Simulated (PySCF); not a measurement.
Species: (F3Si)2NH.
Z-matrix (Å and degrees, PBE0-D3(BJ)/def2-SVP geometry), rows numbered from 1:
```
Si
F   1  1.5954
F   1  1.5955  2  106.76
F   1  1.5949  2  110.69  3   116.51
N   1  1.7022  2  109.45  3  -123.82
Si  5  1.7030  1  127.48  2  -148.17
F   6  1.5951  5  113.90  1    84.40
F   6  1.5946  5  109.32  1   -35.42
F   6  1.5957  5  108.89  1  -156.25
H   5  1.0177  1  116.44  2    29.64
```

Computed, not measured: TDDFT wB97X-D/def2-SVPD, vertical, gas phase, core orbitals frozen in the response in PySCF.

Kohn–Sham orbitals with the atoms that hold most of them (Löwdin shares over 4%, at most four atoms; ? is withheld):

```tsv
orbital	ε (eV)	atoms
LUMO+2	2.81	H10 30%, N5 21%, Si6 11%, Si1 10%
LUMO+1	2.26	Si6 23%, Si1 23%, F9 10%, F2 10%
LUMO	?	Si1 28%, Si6 28%, H10 11%, N5 10%
HOMO	-11.96	?
HOMO-1	-14.57	?
HOMO-2	-14.63	F7 27%, F8 22%, F9 19%, F3 12%
HOMO-3	-14.67	F3 30%, F4 20%, F2 20%, F7 14%
```

Which atoms hold the HOMO, and with what shares?

N5 (bonded to 2 Si and H) 68%; H10 (bonded to N) 6%; Si1 (bonded to 3 F and N) 6%; Si6 (bonded to 3 F and N) 6%. By element: nitrogen 68%, silicon 11%, hydrogen 6%.

Which atoms hold the HOMO-1, and with what shares?

N5 (bonded to 2 Si and H) 25%; F9 (bonded to Si) 19%; F2 (bonded to Si) 17%; F3 (bonded to Si) 10%. By element: fluorine 46% or more, nitrogen 25%.

What is the LUMO energy, and the HOMO–LUMO gap?

ε(LUMO) = 1.07 eV; the gap is 13.04 eV (0.4791 hartree).

The HOMO–LUMO gap is 13.04 eV. Where does the response calculation put the lowest singlet, and from which orbitals?

S1 is at 8.30 eV (f = 0.043), 4.74 eV below the gap, made of HOMO→LUMO (92%). 

One configuration dominates each of S1 and S3. Which, and how do the shares of the two leading atoms of either orbital change from the occupied to the empty one?

- S1 (8.30 eV, f 0.043), HOMO→LUMO (92%): N5 68% → 10%, H10 6% → 11%, Si1 6% → 28%, Si6 6% → 28%
- S3 (10.11 eV, f 0.0006), HOMO→LUMO+1 (88%): N5 68% → at most 10%, H10 6% → at most 10%, Si6 6% → 23%, Si1 6% → 23%

The run took 2.4 min of wall time (with the writing of density and orbital grids) on an Intel Xeon at 2.50 GHz with one thread (shared host), and the process peaked at 0.97 GiB of memory.
